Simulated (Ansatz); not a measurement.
## An elementary step

Start structure (SiH3O2F, singlet), relaxed at PBE0-D4/def2-TZVP:

Si1  (0.972, -0.435, 0.774)
F2  (1.233, -0.901, -0.785)
H3  (-1.190, -0.931, -0.706)
O4  (-1.209, -0.691, 0.229)
O5  (0.830, 1.210, 0.552)
H6  (-1.572, 0.201, 0.279)
H7  (0.936, 1.546, -0.344)
(Å)

The step: SiHOF ([OH][Si][F]) + H₂O → SiH₂O₂ ([OH][Si][OH]) + HF; bonds formed: Si1–O4, F2–H3; bonds broken: Si1–F2, H3–O4. Ansatz 0.2.0; basis: def2-TZVPP and def2-QZVPP; cores frozen in the correlated methods. Extrapolation: Hartree–Fock as exp(−7.88 √X), correlation as X^−2.97. Energies below are by CCSD(T) at an estimated basis limit (MP2 extrapolated from triple and quadruple zeta, plus CCSD(T) − MP2 in triple zeta).

**Question.** What are the electronic barrier and the energy of the step, from the start structure to the end structure? (An estimate is asked for; the value comes from the calculation.)

**Answer.** By the calculation: Barrier 96.1 kJ/mol; step energy 40.0 kJ/mol (uphill); reverse barrier, their difference, 56.1 kJ/mol. Barrier and step energy count from the start structure, the reverse barrier from the end structure.

The saddle point: One imaginary mode of 546i cm⁻¹.
```tsv
pair	start (Å)	saddle (Å)	end (Å)
Si1–O4	2.26	1.83	1.68
F2–H3	2.42	1.09	0.94
Si1–F2	1.65	2.05	3.91
H3–O4	0.97	1.27	1.71
```

Zero-point energy (harmonic, PBE0-D4): ZPE is 107.5 kJ/mol at the start and 99.3 kJ/mol at the saddle, so the barrier goes from 96.1 to 87.9 kJ/mol.

T1 diagnostic: at most 0.014.

Labels in which every atom is bracketed show which atoms are joined, not bond orders.

For scale, one of the runs: CCSD(T)/def2-TZVPP, 177 basis functions, launched by `ansatz run in.yaml --threads 2 --pin off --events-out ev --progress --plain --max-ram 4352MiB`. Hardware: 2 CPU threads of an Intel Xeon 6975P-C, shared host. Wall time 26 s; peak host memory 1.8 GiB.
